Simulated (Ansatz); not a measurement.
Born–Oppenheimer molecular dynamics of BClH3OS (7 atoms, charge 1, multiplicity 1). It starts at the highest image of a converged band, a first-order saddle point between two minima.

All numbers below come from RKS BLYP/def2-SVP (Ansatz 0.2.0).

- ensemble: NVE (velocity Verlet)
- time step: 0.5 fs
- steps asked: 200
- starting velocities drawn for: 100 K
- seed: 9174

First frame:

```xyz
7
Properties=species:S:1:pos:R:3
O -0.721 0.793 -0.194
B -0.322 -0.527 0.163
S 1.440 -0.099 0.755
Cl -1.263 -1.939 0.072
H -1.596 1.152 -0.493
H 0.391 1.183 0.070
H 2.070 -0.563 -0.372
```

**Question.** How far do the bonds stretch over the last three quarters of this one trajectory? (Pairs bonded in most of those frames.)

**Answer.** 
| bond | mean (Å) | spread (Å) | shortest | longest |
| --- | --- | --- | --- | --- |
| O1–B2 | 1.318 | 0.038 | 1.26 | 1.38 |
| O1–H5 | 0.985 | 0.020 | 0.95 | 1.02 |
| B2–S3 | 2.152 | 0.108 | 1.95 | 2.31 |
| B2–Cl4 | 1.732 | 0.051 | 1.64 | 1.81 |
| S3–H6 | 1.421 | 0.114 | 1.24 | 1.59 |
| S3–H7 | 1.373 | 0.014 | 1.35 | 1.40 |

Mean temperature of the second half: 931 K. The conserved energy stayed within 0.45 meV per atom of its start (net change -0.064 meV per atom), so the integration is sound. The system heated up, since it started high on the potential surface and ran downhill. A run of 0.1 ps of so small a system gives no equilibrium averages. The orbitals stay closed-shell, which can raise the energy where a bond breaks towards radicals; this wasn't checked here. Limits of this set-up: the dipole of an ion depends on the origin.

Run time: 5.5 min on 1 thread of Arm Neoverse V2 (shared host), peak memory 0.14 GiB.
